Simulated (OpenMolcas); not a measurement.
Co2+, Rh2+, Ir2+: d7 down the group

| Quantity | Value |
| --- | --- |
| Program | OpenMolcas |
| Method | MS-CASPT2, IPEA 0.25 Eh, imaginary shift 0.1 Eh |
| Basis | ANO-RCC-VTZP |
| Scalar Hamiltonian | DKH2, point nucleus |
| Spin-orbit coupling | state interaction with AMFI integrals over the reference wave functions, term energies averaged over their components |

Active space for each ion: 7 electrons in 5 orbitals (d); closed shells correlated by CASPT2: Co2+ 3s 3p; Rh2+ 4s 4p; Ir2+ 5s 5p.

Computed levels in cm-1 above 4F 9/2:

| Level | Co2+ | Rh2+ | Ir2+ |
| --- | --- | --- | --- |
| 4F 7/2 | 856 | 2090 | 7630 |
| 4F 5/2 | 1482 | 3420 | 9310 |
| 4P 5/2 | 15530 | 11800 | 14440 |
| 4P 1/2 | 16200 | 13190 | 17660 |
| 2G 9/2 | 16880 | 13790 | 16430 |
| 2G 7/2 | 17690 | 15830 | 22160 |
| 2P 1/2 | 20970 | 18710 | 28680 |
| 2H 11/2 | 23190 | 18580 | 22160 |
| 2D 5/2(1) | 23240 | 19270 | 25120 |
| weight of 4F in the lowest level (%) | 100 | 98 | 86 |

Mixed levels, with the weight of the term that names them: Ir2+ 4F 5/2 (66 %), Ir2+ 4P 1/2 (72 %), Ir2+ 2G 9/2 (62 %), Ir2+ 2P 1/2 (72 %).

Measured, with the error of the calculation in %. Measured levels: Co2+ from Sugar and Corliss, J. Phys. Chem. Ref. Data 10, 1097 (1981); Rh2+ from the list in Shadmi, J. Res. Natl. Bur. Stand. 70A, 435 (1966).

```json
{"Level": "4F 7/2", "Co2+": "841 (+1.8)", "Rh2+": "2148 (-2.8)"}
{"Level": "4F 5/2", "Co2+": "1451 (+2.1)", "Rh2+": "3486 (-1.8)"}
{"Level": "4P 5/2", "Co2+": "15202 (+2.1)", "Rh2+": "11062 (+6.7)"}
{"Level": "4P 1/2", "Co2+": "15811 (+2.4)", "Rh2+": ""}
{"Level": "2G 9/2", "Co2+": "16978 (-0.6)", "Rh2+": ""}
{"Level": "2G 7/2", "Co2+": "17766 (-0.4)", "Rh2+": ""}
{"Level": "2H 11/2", "Co2+": "22720 (+2.1)", "Rh2+": ""}
{"Level": "2D 5/2(1)", "Co2+": "23059 (+0.8)", "Rh2+": ""}
```

The fine-structure level 4F 5/2 changes by a factor of 6.28 from Co2+ to Ir2+.

Without spin-orbit coupling 4P lies 14970, 10460, 9060 cm-1 above 4F in that order; the difference to the level 4P 5/2, of either sign, comes from spin-orbit coupling, which also lowers the zero.

CASPT2 does not keep the components of a term degenerate, so their means are used; among the terms shown or strongly mixed into the levels shown the widest spread is 970 cm-1 (3d7 4F, Co2+). Terms from blocks run as CI alone lack orbitals of their own. The CASPT2 spread within a term exceeds the gap to the next term for 3d7 2H and 3d7 2D(1), so the order of their levels is uncertain (figures for Co2+; the like holds for Ir2+). Levels of configurations with an s electron are missing; early in the row they begin among the upper levels of the d shell and mix with terms of their name (holds for Rh2+). Configurations with an s electron lie low in 5d ions of this charge, fall among these levels and mix in, so low-spin terms can stand far too high, up to twice their true height, and weights are not those of the real levels (holds for Ir2+). Measured partners are found by configuration, term and J. A level has none where our copy of the source lacks it or the pairing is in doubt (some pairs that miss far off the trend of their configuration count as doubtful), and it then counts in no deviation. Levels of configurations outside the active space are missing.

A number in round brackets counts repeated terms of one configuration in the order of the reference energies.
